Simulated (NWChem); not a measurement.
BeSiH₄O; SMILES [BeH][O][SiH3]

```xyz
7

Be     0.0000     0.0000    -2.1127
H      0.0000     0.0000    -3.4412
O      0.0000     0.0000    -0.7049
Si     0.0000     0.0000     0.9405
H     -1.2773    -0.5628     1.4547
H      0.1512     1.3875     1.4547
H      1.1260    -0.8247     1.4547
```
Atoms are numbered in this order, from 1.

Results from NWChem. Medium grid unless said otherwise, to which SCAN and Minnesota functionals are sensitive. All runs use the structure optimised with B3LYP/6-31G* (spherical d).

**Question.** Order these by “dipole (D)”, lowest first: TPSSh/def2-SVP; PBE/def2-SVP; B97-D/def2-SVP; MN15-L/def2-SVP.

**Answer.** MN15-L/def2-SVP (0.46), TPSSh/def2-SVP (0.61), B97-D/def2-SVP (0.67), PBE/def2-SVP (0.72)
